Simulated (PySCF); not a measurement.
Bond stretch in MgH, doublet. Each curve is given relative to its own lowest point near equilibrium.

```tsv
R / Å	A	B	C
1.32	32.0	30.5	29.0
1.39	20.6	19.5	18.3
1.48	10.5	9.8	9.0
1.57	4.3	4.0	3.5
1.64	1.5	1.5	1.1
1.68	0.6	0.6	0.4
1.74	0.0	0.0	0.0
1.78	0.0	0.0	0.1
1.85	0.7	0.5	0.8
1.91	1.8	1.5	1.9
2.00	4.1	3.5	4.0
2.15	8.9	7.8	8.5
2.38	15.8	15.1	15.8
2.63	20.6	22.2	22.6
2.90	23.2	27.0	27.9
3.13	24.2	28.7	31.0
3.48	24.7	29.0	34.1
3.85	24.8	28.8	35.8
4.24	24.8	28.6	36.7
4.72	24.8	28.5	37.1
5.26	24.9	28.5	37.3
6.05	24.9	28.4	37.3
6.92	24.9	28.4	37.4
```

Energies in kcal/mol.

Q: Match the curves with the methods CASSCF(3,3)/cc-pVTZ (PySCF); unrestricted Hartree-Fock/3-21G (PySCF); unrestricted r2SCAN/cc-pVTZ run with PySCF.

A: A is UHF/3-21G; B is CASSCF(3,3); C is UKS-r2SCAN.

The unrestricted determinant behind UHF/3-21G is spin-contaminated at 2.38 to 3.13 Å (<S²> up to 0.9, against 0.75 for a pure doublet).
